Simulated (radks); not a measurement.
Initial-state core-level shifts of the neodymium ion Nd+ when its valence configuration changes from [Xe] 4f4 6s1. Calculated with a radial shooting solver on a logarithmic mesh with Libxc functionals: Dirac Kohn-Sham, LDA (Slater exchange, Perdew-Wang correlation), spin-unpolarised, spherical densities, point nucleus; open shells fill j = l - 1/2 first. Shifts are changes of the shell-averaged eigenvalues in eV (positive: less bound).

valence	2p	3d	4s	4d
4f3.5 6s1.5	-4.220	-4.626	-4.451	-4.241
4f4 5d0.5 6s0.5	+0.940	+0.914	+0.918	+0.933
4f3 6s1 6p1	-10.035	-10.928	-10.486	-10.011
4f4 6s0.5 6p0.5	-0.501	-0.495	-0.499	-0.502
4f3 6s2	-9.047	-9.940	-9.497	-9.023
4f3.5 5d0.5 6s1	-3.111	-3.540	-3.370	-3.149
4f3 5d1 6s1	-6.613	-7.548	-7.131	-6.644
4f2 6s1 6p2	-21.969	-24.045	-22.755	-21.606
4f4 5d1	+1.812	+1.763	+1.773	+1.803
